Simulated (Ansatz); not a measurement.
One elementary step

Start structure (GeH4BrCl, singlet), relaxed at PBE0-D4/def2-TZVP:

```csv
atom,x (Å),y (Å),z (Å)
Ge1,-1.0873,0.0773,-0.1876
Cl2,-0.0137,-1.6259,0.6262
H3,-0.5029,0.3332,-1.5775
H4,-0.8463,1.2406,0.7754
H5,-2.5582,-0.3436,-0.2400
H6,2.0631,-0.3845,0.4490
Br7,2.9452,0.7030,0.1545
```

The step: GeH₃Cl ([Cl][GeH3]) + HBr → GeH₃Br ([GeH3][Br]) + HCl; bonds formed: Ge1–Br7, Cl2–H6; bonds broken: Ge1–Cl2, H6–Br7. Program: Ansatz 0.2.0. Basis: def2-TZVPP and def2-QZVPP. Cores are frozen in the correlated methods. Filled d shells of the heavier atoms are correlated. The def2 sets are not built for correlating such inner shells, so the correlated values are less sure here. Extrapolation: Hartree–Fock as exp(−7.88 √X), correlation as X^−2.97. Energies below are by CCSD(T) at an estimated basis limit (MP2 extrapolated from triple and quadruple zeta, plus CCSD(T) − MP2 in triple zeta).

(1) What are the electronic barrier and the energy of the step, from the start structure to the end structure? (Judge from chemistry; the value comes from the calculation.)

The T1 diagnostic stays at or below 0.011.

## Answers

(1) Computed: Barrier 147.0 kJ/mol; step energy -10.8 kJ/mol (downhill); reverse barrier, their difference, 157.8 kJ/mol. Barrier and step energy count from the start structure, the reverse barrier from the end structure.

The saddle point: One imaginary mode of 420i cm⁻¹.
```csv
pair,start (Å),saddle (Å),end (Å)
Ge1–Br7,4.10,2.74,2.33
Cl2–H6,2.43,1.47,1.29
Ge1–Cl2,2.17,2.56,3.94
H6–Br7,1.43,1.76,2.52
```

Zero-point energy (harmonic, PBE0-D4): ZPE is 83.9 kJ/mol at the start and 79.8 kJ/mol at the saddle, so the barrier goes from 147.0 to 142.9 kJ/mol.

Labels in which every atom is bracketed show which atoms are joined, not bond orders.

For scale, one of the runs: CCSD(T)/def2-TZVPP, 194 basis functions, launched by `ansatz run in.yaml --threads 4 --pin off --events-out ev --progress --plain --max-ram 9574MiB`. Hardware: 4 CPU threads of an Arm Neoverse V1, shared host. Wall time 94 s; peak host memory 2.2 GiB.
